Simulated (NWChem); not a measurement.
Molecule: CCl3, doublet; SMILES [C](Cl)(Cl)Cl

Computed with NWChem. Spin-unrestricted. In the optimisation the excess spin sits in a (C3, its own frame). Structure relaxed at the PBE0/def2-SVP, spin-unrestricted level. No stability test was run on the SCF state. Total energies compare along this basis series because the functional is fixed.

| level | basis functions | energy (Ha) | highest occupied level (eV) | lowest empty minus highest occupied level, either spin (eV) | dipole (D) |
|---|---|---|---|---|---|
| PBE0/3-21G | 48 | -1411.2425 | -6.77 | 4.20 | 0.38 |
| PBE0/pcseg-1 | 68 | -1418.0734 | -6.72 | 4.07 | 0.28 |
| PBE0/aug-pcseg-1 | 104 | -1418.0802 | ? | 4.06 | ? |
| PBE0/pcseg-2 | 132 | -1418.2233 | -6.60 | 4.09 | 0.17 |
| PBE0/def2-TZVPP | 157 | -1418.2022 | -6.54 | 4.06 | 0.15 |

### Question
Complete the blanks.

### Answer

- PBE0/aug-pcseg-1, highest occupied level (eV): -6.66
- PBE0/aug-pcseg-1, dipole (D): 0.11
